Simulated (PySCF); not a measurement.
## Exercise with solution: oscillator strength and radiative lifetime

Al(Cl)(F)(OSiH3) (AlClFH₃OSi), SMILES [F][Al]([Cl])[O][SiH3].

Geometry: B3LYP-D3(BJ)/def2-SVP. The structure was generated by enumeration; whether it is a known compound was not checked. One conformer was computed; it need not be the lowest.

TDA-B3LYP/def2-SVPD in PySCF puts the first singlet state with f over 0.02 at 6.80 eV (vertical), with the transition dipole (-0.126, 0.172, 0.328) in atomic units.

Q: Find the oscillator strength, the wavelength and the radiative lifetime that this transition would have in vacuum if emission retraced absorption.

A: 
|μ|² = 0.1530 au, so |μ| = 0.99 D. ΔE = 6.80/27.211 = 0.2499 hartree. f = (2/3) ΔE |μ|² = 0.025 (the program prints 0.025).
λ = 1239.84/6.80 = 182 nm; ν = 54846 cm⁻¹.
Einstein's coefficient A = 0.6670 ν² f s⁻¹ (ν in cm⁻¹) = 5.1e7 s⁻¹, so τ = 1/A = 20 ns. This state is S3; the lower singlets have f = 0.005, 0.000. The figure is the radiative limit of this one transition; relaxation, internal conversion, crossing to triplets and a medium change what is measured.
